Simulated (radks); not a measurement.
The mean radii <r> (bohr) of the occupied orbitals of an atom or ion are listed with their occupations. Method: scalar-relativistic Kohn-Sham, PBE, spin-unpolarised, spherical densities, point nucleus; computed with a radial shooting solver on a logarithmic mesh with Libxc functionals.

| orbital | occ. | <r> |
|---|---|---|
| 1s | 2 | 0.02971 |
| 2s | 2 | 0.1283 |
| 2p | 6 | 0.1120 |
| 3s | 2 | 0.3434 |
| 3p | 6 | 0.3404 |
| 3d | 10 | 0.3144 |

Name the element and its charge.

Answer. Z = 49, indium, charge +21: In21+ in [Ar] 3d10. The 1s radius gives Z: for a bare nucleus <r> = (2 gamma + 1)/(2Z) with gamma = sqrt(1 - (Z/c)^2), 0.02926 bohr for Z = 49, and screening makes it slightly larger (0.02971 here). The occupations add up to 28, and the charge is Z minus that.
